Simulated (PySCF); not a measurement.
VOF2, SMILES [O]=[V+]([F])[F], charge +1, multiplicity 1.

The structure is a stationary point at B3LYP-D3(BJ)/def2-SVP. The multiplicity is an assumed one; other spin states were not compared. The isomer is the one that the SMILES or the coordinates give; other isomers of the formula were not compared.

All values below come from TDA-PBE/def2-SVPD (PySCF).

Vertical excitations. Gas-phase values at a fixed geometry. State labels are in the subgroup Cs.

| state | symmetry | energy (eV) | λ (nm) | f | main pairs |
|---|---|---|---|---|---|
| S1 | A" | 3.47 | 357 | 0.000 | HOMO→LUMO 99 % |
| S2 | A' | 3.98 | 312 | 0.000 | HOMO−1→LUMO 79 %, HOMO→LUMO+1 19 % |
| S3 | A' | 4.25 | 292 | 0.005 | HOMO→LUMO+1 73 %, HOMO−1→LUMO 18 % |
| S4 | A' | 4.51 | 275 | 0.003 | HOMO−2→LUMO 97 % |
| S5 | A" | 4.55 | 273 | 0.000 | HOMO−1→LUMO+1 88 % |
| S6 | A" | 4.80 | 258 | 0.000 | HOMO→LUMO+2 66 %, HOMO−3→LUMO 26 % |
| S7 | A" | 4.94 | 251 | 0.005 | HOMO−2→LUMO+1 37 %, HOMO−3→LUMO 32 %, HOMO→LUMO+2 25 % |
| S8 | A' | 5.30 | 234 | 0.002 | HOMO−3→LUMO+1 95 % |
| S9 | A" | 5.31 | 233 | 0.009 | HOMO−2→LUMO+1 49 %, HOMO−3→LUMO 23 %, HOMO−3→LUMO+2 9 %, HOMO−4→LUMO+1 8 % |
| S10 | A' | 5.44 | 228 | 0.003 | HOMO−1→LUMO+2 83 % |
| T1 | A" | 3.28 | 378 | 0 | HOMO→LUMO 99 % |
| T2 | A' | 3.58 | 346 | 0 | HOMO−1→LUMO 64 %, HOMO→LUMO+1 32 % |
| T3 | A' | 3.71 | 334 | 0 | HOMO→LUMO+1 65 %, HOMO−1→LUMO 34 % |
| T4 | A' | 4.12 | 301 | 0 | HOMO−2→LUMO 96 % |
Triplets are in the Tamm–Dancoff approximation.
